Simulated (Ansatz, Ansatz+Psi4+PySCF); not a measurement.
A single Mg atom.

Basis set: cc-pCVTZ. Charge 0. Computed with Ansatz (development build ahead of 0.2.0); the lowest solution found for each multiplicity.

Problem. How do the multiplicities compare at this shape? Give, from the lowest of each method, MP2 (restricted) for 1, 3.

Solution.

| method | multiplicity | E (eV) | <S²> |
| --- | --- | --- | --- |
| MP2, restricted | 1 | 0.000 | 0.00 |
| MP2, restricted | 3 | 2.501 | 2.00 |
